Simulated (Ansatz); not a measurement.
Geometry optimisation, RKS PBE-D4/def2-SVP (Ansatz).

Input file:

```yaml
crystal:
  periodic: [false, false, false]
  atoms:
    - { symbol: Ge, position_ang: [0.079789, -0.011964, 0.097823] }
    - { symbol: H, position_ang: [0.797001, -0.191806, 1.442419] }
    - { symbol: H, position_ang: [1.558286, 0.130846, -0.287319] }
    - { symbol: H, position_ang: [-0.711782, 1.308785, -0.008423] }
    - { symbol: C, position_ang: [-0.849119, -1.588708, -0.599814] }
    - { symbol: H, position_ang: [-1.702784, -1.852809, 0.053869] }
    - { symbol: H, position_ang: [-1.231432, -1.38853, -1.619221] }
    - { symbol: H, position_ang: [-0.15066, -2.446115, -0.641533] }
basis:
  gaussian: { orbitals: def2-SVP }
hamiltonian:
  xc: pbe
  dispersion: d4
relax:
  f_tol: 0.03
  max_steps: 50
```

Command:

```bash
$ ansatz run input.yaml --threads 1 --pin off --max-ram 2048MiB --backend cpu --events-out ev --progress --plain --runs-dir out
```

Task: Where does it end, and by what steps?

Result: The run converged. After 3 steps the energy has fallen by 0.540 eV; H3 moved furthest, 0.40 Å.

| step | energy less start (eV) | largest force component (eV/Å) | accepted |
| --- | --- | --- | --- |
| 0 | 0.0000 | 1.431 | yes |
| 1 | -0.4245 | 0.701 | yes |
| 2 | -0.5296 | 0.295 | yes |
| 3 | -0.5397 | 0.023 | yes |

```xyz
8
Properties=species:S:1:pos:R:3
Ge 0.191 -0.032 0.144
H 0.574 -0.282 1.629
H 1.493 0.200 -0.671
H -0.680 1.252 0.065
C -0.802 -1.570 -0.577
H -1.707 -1.760 0.032
H -1.112 -1.370 -1.620
H -0.168 -2.478 -0.563
```

Whether the end is a true minimum wasn't checked by a vibrational analysis.

The run took 8.6 s on 1 thread of Arm Neoverse V1, with other jobs on the host, peak memory 0.13 GiB.
